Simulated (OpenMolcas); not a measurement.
Ti3+ among 4 point charges of -2 e arranged as a tetrahedron (Td).

- Program: OpenMolcas
- Method: SS-CASPT2, IPEA 0.25 Eh, imaginary shift 0.1 Eh (closed shells correlated: 3s 3p)
- Basis: ANO-RCC-VDZP [5s4p2d1f]
- Scalar Hamiltonian: DKH2, point nucleus
- Active space: 1 electron in 5 orbitals (3d)
- State averaging: 2S+1 = 2 even, 5 roots
- Spin-orbit coupling: state interaction with AMFI integrals over the reference wave functions

All point charges move together. At R = 1.89 Å |10Dq| is 3114 cm-1, and at R = 2.06 Å it is 2277 cm-1.

Q: A third run gives 1514 cm-1. What distance was it run at?

A: With a power law R^-n the two known points give n = -ln(2277 / 3114) / ln(2.06 / 1.89) = 3.63. Then R = 1.89 × (3114 / 1514)^(1/3.63) = 2.305 Å. The run was at 2.27 Å, so the estimate is off by +0.035 Å.

Roots that are degenerate in the reference are averaged as groups; the widest CASPT2 spread within a group is 110 cm-1 (the 3-fold group of multiplicity 2 near 1510 cm-1 above the lowest state of its run, R = 2.27). Shifts and gaps below about the spread of the groups concerned are not significant. An orbital doublet at a regular site is open to a Jahn-Teller distortion, which this geometry leaves out. The ground term spreads over less than 5000 cm-1, several times less than with real ligands, so orbital moments are less quenched and χT lies further from the spin-only value than at real sites. Free-ion shares, where given, are those of the reference states; single-state CASPT2 does not remix them. Point charges carry no covalency, so the field is a model and not that of real ligands. No measured value stands beside these numbers.
